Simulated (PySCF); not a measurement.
C3H4BrF, SMILES C1CC1(Br)F. Atoms are numbered in the order given.

```xyz
9

F     -1.5258     1.0419     0.0000
C     -0.2059     0.7464     0.0000
Br     0.0845    -1.1677     0.0000
C      0.7036     1.6381     0.7653
C      0.7036     1.6381    -0.7653
H      1.5557     1.1958     1.2859
H      0.2281     2.4824     1.2725
H      1.5557     1.1958    -1.2859
H      0.2281     2.4824    -1.2725
```

The structure is a stationary point at B3LYP-D3(BJ)/def2-SVP.

Level of theory: KT2/pcSseg-1 run with PySCF.

GIAO shieldings, no solvent; atoms listed in one row are averaged. δ = σ(ref) − σ: ¹⁹F against CFCl3 (σ = 127.1 ppm); ¹³C against TMS (σ = 185.1 ppm); ¹H against TMS (σ = 31.47 ppm), references at their B3LYP-D3(BJ)/def2-TZVP geometries, non-relativistic (without spin–orbit terms, shifts of atoms bonded to Cl or Br come out too high).

### Question
Estimate the chemical shifts. (The exact figures need the calculation; the answer reports its results.)

### Answer

```json
[
 {"nucleus": "¹⁹F", "atoms": "F1", "count": "1", "δ (ppm)": "-170.2"},
 {"nucleus": "¹³C", "atoms": "C2", "count": "1", "δ (ppm)": "106.5"},
 {"nucleus": "¹³C", "atoms": "C4, C5", "count": "2", "δ (ppm)": "22.8"},
 {"nucleus": "¹H", "atoms": "H7, H9", "count": "2", "δ (ppm)": "1.77"},
 {"nucleus": "¹H", "atoms": "H6, H8", "count": "2", "δ (ppm)": "1.53"}
]
```
